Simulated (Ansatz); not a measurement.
```yaml
atoms:
  - { symbol: C, position_ang: [0.5028, -0.0104, -0.0475] }
  - { symbol: H, position_ang: [1.0938, 0.6769, 0.6109] }
  - { symbol: H, position_ang: [1.1138, -0.6084, -0.6133] }
  - { symbol: F, position_ang: [-0.3106, 0.8060, -0.7436] }
  - { symbol: F, position_ang: [-0.2633, -0.8180, 0.7834] }
```

Basis set: 6-31G (spherical functions). Left uncorrelated: 3 orbitals. Charge 0, multiplicity 1.

Computed with Ansatz (development build ahead of 0.2.0); each method stands on the lowest determinant of its kind that the runs found. Restricted open shells among the atoms or ions are ROHF, correlated in semicanonical orbitals with singles.

(1) Give the atomization energy at this shape (free ground-state atoms in the same class of orbitals less the molecule, no zero-point energy) of singlet CH2F2 by RHF-MP2, RHF.

Results:

(1)

```csv
method,atomization energy
RHF-MP2,15.51 eV
RHF,11.51 eV
```

This basis has no polarisation functions and is too small for such energies, which can lie far from measured ones in either direction.
